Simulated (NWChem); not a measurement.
Species: HTeSF; SMILES F[Te]S

```xyz
4

Te     0.3347     0.4067    -0.0066
F     -1.4299     1.2347    -0.0108
S     -0.2590    -1.8860    -0.0527
H     -0.3912    -2.0839     1.2813
```
Atoms are numbered in this order, from 1.

Program: NWChem. Coordinates come from a PBE0/def2-SVP optimisation. No frequency run checked for a minimum. def2 effective core potentials on Te; no spin-orbit coupling. Ions are spin-unrestricted doublets at the neutral geometry; other ion states weren't tried.

For level CAM-B3LYP/def2-SVP:

```yaml
vertical ionisation energy, ΔSCF (eV): 8.97
"−ε(HOMO) (eV)": 7.81
```

**Question.** Estimate the same quantities for level PBE/def2-SVP.

**Answer.** 
| Item | Result |
|---|---|
| vertical ionisation energy, ΔSCF (eV) | 8.60 |
| −ε(HOMO) (eV) | 5.31 |
